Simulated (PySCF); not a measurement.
# Reading the logs of faulty runs: GeH7NOSi

These are calculations, not measurements. The program is PySCF 2.14.0, an open-source quantum chemistry code, run on an isolated molecule that a program drew, which may never have been made. The molecule is GeH7NOSi (charge 0, singlet), drawn as the SMILES string `[OH][GeH2][NH][SiH3]`.

Each row is a Hartree-Fock (HF) and frozen-core CCSD(T) single point in the cc-pV(D+d)Z basis, meant for a local HF minimum. Run 1 is clean. Each other run has one planted mistake out of seven kinds, and not every kind appears here: one electron removed, one electron added, multiplicity raised by two, geometry at a saddle point, minimal basis STO-3G, one bond length entered in bohr, all coordinates scaled. The reference is restricted for singlets and unrestricted otherwise, and also for a bond in bohr. Adding or removing an electron swaps singlet and doublet. Electrons count all cores. HOMO and LUMO are orbital energies over both spins, the gradient is its largest component, and the lowest frequency (negative if imaginary) is given only where the gradient is small. Bond lengths are over the 10 bonds as drawn. T1 is the CCSD diagnostic: over 0.02 (restricted) or 0.045 (unrestricted) a single reference is doubtful. Germanium has the cc-pVDZ-PP basis, with a core potential (ECP10MDF) in place of its 10 inner electrons, and its 3s, 3p and 3d shells are frozen in CCSD(T).

Geometry of the clean run:
```xyz
11
GeH7NOSi, angstrom
O     0.6227    1.5753    2.8678
Ge    0.6157    0.5017    1.4506
N     1.4883    1.2823    0.0405
Si    0.8880    1.8986   -1.4572
H     0.2649    2.4391    2.7207
H     1.3678   -0.7268    1.9393
H    -0.8142    0.2226    0.9984
H     2.4806    1.3702    0.1842
H     1.4358    1.1693   -2.6266
H     1.2279    3.3311   -1.6401
H    -0.5844    1.7509   -1.4452
```

| run | electrons | basis functions | <S^2> | HOMO (eV) | LUMO (eV) | gradient (hartree/bohr) | lowest frequency (cm^-1) | mean bond (Å) | longest bond (Å) | T1 | HF (hartree) | CCSD(T) (hartree) | mistake |
|---|---|---|---|---|---|---|---|---|---|---|---|---|---|
| 1 | 68 | 109 | 0.000 | -10.79 | 3.83 | 8.2e-07 | 42 | 1.4784 | 1.833 | 0.0122 | -715.75627 | -716.38134 | no fault |
| 2 | 68 | 109 | 0.000 | -10.91 | 3.97 | 3.2e-02 | - | 1.4355 | 1.780 | 0.0115 | -715.74609 | -716.36490 | all coordinates scaled |
| 3 | 68 | 109 | 2.010 | -2.85 | -0.53 | 8.3e-02 | - | 1.4784 | 1.833 | 0.0255 | -715.53288 | -716.14947 | ? |
| 4 | 67 | 109 | 0.763 | -17.48 | -6.49 | 8.1e-02 | - | 1.4784 | 1.833 | 0.0272 | -715.44397 | -716.03590 | ? |

**Which mistake was planted in run 3, and what did it cost?**

Electrons, basis and geometry are unchanged, and <S^2> is 2.010, beside S(S+1) = 2.00 for a multiplicity of 3. So the mistake is: multiplicity raised by two. Subtracting run 1 and multiplying by 627.51 kcal/mol a hartree, the energy moved by 140.2 kcal/mol in HF and 145.5 kcal/mol in CCSD(T).

**Which mistake was planted in run 4, and what did it cost?**

It counts 67 electrons, one fewer than the clean run, at the same geometry and basis. So the mistake is: one electron removed. Subtracting run 1 and multiplying by 627.51 kcal/mol a hartree, the energy moved by 196.0 kcal/mol in HF and 216.8 kcal/mol in CCSD(T).

